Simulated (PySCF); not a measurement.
A species of formula C7H6 has this rotational fingerprint, computed with PBE0-D3(BJ)/def2-SVP geometry optimisation, gas phase in PySCF 2.14.0:

```
Rotational constants : A = 5538, B = 3192, C = 2053 MHz
Dipole components    : |μa| = 0.11 D, |μb| = 0.00 D, |μc| = 0.00 D
Inertial defect      : -3.39 u·Å²
κ                    : -0.35
```

**Question.** Which structure is it? (One computed conformer of each.)
A. `C(#CC#CC=C)C`
B. `C=C=C1C=CC=C1`
C. `C#CC#CC1CC1`
D. `c1ccc2c(c1)C2`
E. `C#CC1C=CC=C1`

**Answer.** D. It is c1ccc2c(c1)C2, an asymmetric top, point group C2v. The candidates at the same level (rigid rotor, commonest isotopes):

| SMILES | A (MHz) | B (MHz) | C (MHz) | μa (D) | μb (D) | μc (D) | Δ (u·Å²) | point group | rotor |
| --- | --- | --- | --- | --- | --- | --- | --- | --- | --- |
| C#CC#CC1CC1 | 14214 | 1035 | 1027 | 1.57 | 0.00 | 0.10 | -31.55 | Cs | near-prolate asymmetric top |
| c1ccc2c(c1)C2 | 5538 | 3192 | 2053 | 0.11 | 0.00 | 0.00 | -3.39 | C2v | asymmetric top |
| C=CC#CC#CC | 30729 | 785.0 | 769.1 | 0.76 | 0.17 | 0.00 | -3.19 | – | – |
| C#CC1C=CC=C1 | 6844 | 2053 | 1730 | 0.44 | 0.00 | 0.34 | -27.78 | Cs | asymmetric top |
| C=C=C1C=CC=C1 | 8208 | 1886 | 1550 | 1.14 | 0.00 | 0.00 | -3.55 | C2v | asymmetric top |

`C#CC1C=CC=C1` has B 36 % too low; `C=CC#CC#CC` has A 455 % too high; `C#CC#CC1CC1` has A 157 % too high; `C=C=C1C=CC=C1` has A 48 % too high. In the right answer the symmetry axis of this C2v structure is a, so μb and μc vanish by symmetry. No structure here is proved a minimum.
